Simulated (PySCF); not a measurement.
## Computed properties of SnHFCl2, SMILES [F][SnH]([Cl])[Cl]

SnHFCl2, SMILES [F][SnH]([Cl])[Cl]. Geometry optimised at PBE0-D3(BJ)/def2-SVP. The def2 effective core potentials stand for the cores of Sn; spin–orbit coupling is left out. One conformer was computed; it need not be the lowest. All values are computed for the isolated molecule unless a solvent is named; none is compared with measurement here.

**Structure.** The optimised structure has Cs symmetry. All 9 harmonic modes at PBE0-D3(BJ)/def2-SVP (PySCF) are real, so it is a minimum. With heavy atoms numbered as in [SnH:1]([F:2])([Cl:3])[Cl:4], the shortest bond between them is Sn1–F2 at 1.924 Å and the longest Sn1–Cl3 at 2.321 Å.

**Vibrations.** The strongest infrared lines (harmonic, unscaled, degenerate partners summed) lie at 555 cm⁻¹ (86 km/mol, H 97 %), 405 cm⁻¹ (75 km/mol, Cl 71 %, Sn 29 %), 556 cm⁻¹ (64 km/mol, H 96 %). The softest mode is at 110 cm⁻¹ and the zero-point energy is 7.1 kcal/mol.

**Electronic structure.** HF/def2-TZVPD (PySCF) places the frontier levels at -12.97 and 0.93 eV, a gap of 13.90 eV, and gives a dipole moment of 2.77 D and a mean polarisability of 60.3 bohr³.

**Excitations.** TDDFT-PBE0/def2-SVPD (PySCF) has S1 at 5.67 eV (219 nm, f = 0.017, weak); the most intense of the 10 singlets computed lies at 7.15 eV (f = 0.08). T1 (TDA) is at 5.20 eV. No vertical singlet excitation falls in the visible range (under 3.1 eV).
